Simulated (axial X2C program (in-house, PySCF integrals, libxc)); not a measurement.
## TeC: properties at the nuclei

Computed with an axial X2C code built on PySCF integrals: two-component X2C with atomic mean-field Coulomb and Gaunt terms, Gaussian nuclei, basis Te dyall-cv3z, C dyall-v3z with contracted cores.

R = 1.886 Å (near the PBE0 minimum at charge 0 of the determinant lowest at the starting distance; the state shown can have its own minimum elsewhere).

Input and command:
```json
{"zs": [52, 6], "q": 0, "bas": ["dyall-cv3z", "dyall-v3z"], "r0": 1.95, "levels": ["PBE0", "HF", "BP86", "PBE50", "PBE"], "nst": 3}
```
```bash
python soeom.py task.json out
```

Keys: zs atomic numbers; q charge; bas basis sets; r0 starting distance in Å; levels methods; nst determinants followed.

Determinant lowest in the PBE0 search, Ω = 0 (closed shell), highest spinor 54% C p, 27% Te p, 13% C s:

```csv
level,qzz Te (a.u.),qzz C (a.u.),μ (D)
PBE0,-1.71,-0.88,-2.60
HF,-0.26,-1.19,-2.23
BP86,-1.90,-0.81,-2.61
PBE50,-1.35,-0.97,-2.52
PBE,-2.02,-0.79,-2.65
```

qzz is the electric field gradient, eQq0 = 234.96 MHz × Q/barn × qzz; μ is positive if the C end (last atom) is positive. The operators were transformed with the bare-nucleus X2C matrices; with these basis sets, hyperfine constants and field gradients can be off by tens of per cent, and where levels differ in sign neither size nor sign is settled.

Each state is one determinant with collinear spin. The search compared states at one distance, so a state with another bond length can lie lower. Further determinants of the search, some of them spin-mixed, are not shown. Where a field gradient or hyperfine factor spreads by more than a factor of two over the levels, a constant derived from it is not to be relied on.
